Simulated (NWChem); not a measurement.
System meant: CaO; SMILES [O]=[Ca]

Input file for NWChem:

```
start job
memory heap 200 mb stack 900 mb global 1100 mb
geometry units angstroms noautoz
  Ca     0.000000     0.000000    -0.622636
  O      0.000000     0.000000     1.413507
end
basis spherical
  * library def2-svp
end
dft
  xc xpbe96 cpbe96
  iterations 4
  mulliken
end
task dft energy
```

End of the output:

```
    Atom       Charge   Shell Charges
 -----------   ------   -------------------------------------------------------
    1 Ca  20    23.16   2.00  2.00  1.97  1.16  0.54  5.99  5.77  1.12  1.55  1.06
    2 O    8     4.84   1.98  1.00  0.76  0.55  0.56  0.00

 center of mass
 --------------
 x =   0.00000000 y =   0.00000000 z =   0.00048497

 moments of inertia (a.u.)
 ------------------
         169.118589354380           0.000000000000           0.000000000000
           0.000000000000         169.118589354380           0.000000000000
           0.000000000000           0.000000000000           0.000000000000

     Multipole analysis of the density
     ---------------------------------

     L   x y z        total         alpha         beta         nuclear
     -   - - -        -----         -----         ----         -------
     0   0 0 0     -0.000000    -14.000000    -14.000000     28.000000

     1   1 0 0      0.000000      0.000000      0.000000      0.000000
     1   0 1 0      0.000000      0.000000      0.000000      0.000000
     1   0 0 1     17.188239      8.594119      8.594119      0.000000

     2   2 0 0    -30.435088    -15.217544    -15.217544      0.000000
     2   1 1 0      0.000000      0.000000      0.000000      0.000000
     2   1 0 1     -0.000000     -0.000000     -0.000000      0.000000
     2   0 2 0    -30.435088    -15.217544    -15.217544      0.000000
     2   0 1 1     -0.000000     -0.000000     -0.000000      0.000000
     2   0 0 2    -23.190865    -53.895999    -53.895999     84.601132

 ------------------------------------------------------------------------
 dft energy failed                                                                                  0
 ------------------------------------------------------------------------
 ------------------------------------------------------------------------
  current input line :
    15: task dft energy
 ------------------------------------------------------------------------
 ------------------------------------------------------------------------
 This type of error is most commonly associated with calculations not reaching convergence criteria
 ------------------------------------------------------------------------
 For more information see the NWChem manual at https://nwchemgit.github.io

0:dft energy failed:Received an Error in Communication
```

**Question.** What is wrong, and how is it mended?

**Answer.** The run did not converge; its last values are not results. Cause: the SCF was allowed too few iterations. This input runs:
```
start job
memory heap 200 mb stack 900 mb global 1100 mb
geometry units angstroms noautoz
  Ca     0.000000     0.000000    -0.622636
  O      0.000000     0.000000     1.413507
end
basis spherical
  * library def2-svp
end
dft
  xc xpbe96 cpbe96
  iterations 150
  mulliken
end
task dft energy
```
It converges to -752.32713 Ha (PBE/def2-SVP).
